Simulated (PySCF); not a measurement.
**Sc: ionisation energy**

Sc [Ar] 3d1 4s2 (2D) → Sc+ [Ar] 3d1 4s1 (3D), as a difference of total energies. Calculation: PySCF 2.14, in x2c-QZVPPall with one added diffuse shell each of s, p, d, f, g type (12s8p6d4f3g, 121 functions); scalar relativity by spin-free X2C-1e. Correlated levels: valence: [Ar] frozen; valence and next inner shell: [Ne] frozen. The calculations carry no spin-orbit coupling.

```csv
method,ionisation energy (eV)
UHF,5.388
LDA,6.678
PBE,6.526
PBE0,6.372
wB97M-V,6.536
MP2 (valence),6.111
SCS-MP2 (valence),6.261
MP2 (valence and next inner shell),6.364
```

Problem. Estimate what BHandHLYP gives.

Solution. 6.368 eV, closest to PBE0 among the rows shown.

Problem. Estimate what SCS-MP2 (valence and next inner shell) gives.

Solution. 6.444 eV, closest to PBE0 among the rows shown.

Errors of the correlated levels include the incompleteness of this basis and the frozen core.

For comparison: 6.562 eV (measured; NIST levels, between the centres of gravity of the two terms).
